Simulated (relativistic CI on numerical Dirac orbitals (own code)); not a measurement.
Se XXXIII: what numerical and physical settings do to a radial Dirac CI calculation

Reference input:

```
atom Se  Z=34  charge=32  electrons=2
nucleus A=80  rms_radius_fm=4.1400
hamiltonian dirac-coulomb  breit=on  qed=on  c_scale=1
orbitals kli  potential=per-configuration
slater_scale 1
correlation none
mixing on
grid step=0.0125 r_max=3.7
scf mixing=0.4 start=green max_iterations=150 tolerance=2e-08 node_fill=0.05
configurations
  1s2
end
```

Computed lowest total energy -1151.50400 Ha, 7 SCF steps. Runs with settings changed; * marks those that are bad on purpose (the QED terms keep the true α when c is scaled):

```tsv
Changed	Outcome	Lowest level	ΔE (Ha)	First excitation (cm⁻¹)	SCF steps	Message
node fill of the KLI weights 0.01, nuclear radius 4.554 fm, Slater scale 0.6	converged	1s2 1S_0	0.00317		7	
Slater scale 1.2, iteration limit 30, grid step 0.03	converged	1s2 1S_0	7.85e-05		7	
end of the grid at 1.85 bohr, speed of light × 1.25, iteration limit 30	converged	1s2 1S_0	6.31		7	
end of the grid at 0.11 bohr *	not converged				7	orbital 1s not found
configuration list: extra electron *	refused				0	configuration [He] 2s has 3 electrons, the ion has 2
```
